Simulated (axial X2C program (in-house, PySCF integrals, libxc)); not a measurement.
Correcting the dissociation energy of BeSe⁺ for spin–orbit coupling

A spin-free PBE0 curve (one-electron X2C) was computed with an in-house relativistic program for diatomic molecules, basis Se dyall-cv3z [8s9p6d4f1g], Be dyall-cv3z [8s8p3d1f] (cores contracted in-house), for the state M_S = 1/2, Λ = 1 (beyond evenly filled blocks: π+α, π+β, π-α). It gives D0 = 3.101 eV to Se + Be+, which in a spin-free picture are the weighted means of the ground terms.

Measured levels of the ground terms (NIST Handbook of Basic Atomic Spectroscopic Data), in cm⁻¹: Se 3P: J = 2 at 0, J = 1 at 1989.5, J = 0 at 2534.4; Be+ 2S: J = 1/2 at 0.

The two components of the molecular doublet are 1601 cm⁻¹ apart in the PBE0 2c search (Ω = 3/2 lower), so the lower one lies 800 cm⁻¹ under their mean.

How far does each ground level lie under the (2J+1)-weighted mean of its term?

Se: (5 × 0 + 3 × 1989.5 + 1 × 2534.4)/9 = 945 cm⁻¹; Be+: a single level, 0.

Correct D0.

D0 = 3.101 + (800 − 945)/8065.5 = 3.083 eV at PBE0 with these spin–orbit terms. The direct two-component run gives 3.145 eV; the difference holds second-order terms in the molecule, scalar two-electron terms, the gap between measured and computed atomic splittings (a 2c atom can miss part of its lowering) and, in coupled cluster, the truncation of each run.

Second-order spin–orbit effects in the molecule, which grow quickly with Z, are left out. The state is a single determinant with fixed occupations, the lowest that a limited PBE0 search found. Dissociation energies refer to the lowest single-determinant-based atoms at the same level and basis. Without a current term, density functionals place determinants with orbital angular momentum somewhat too high.
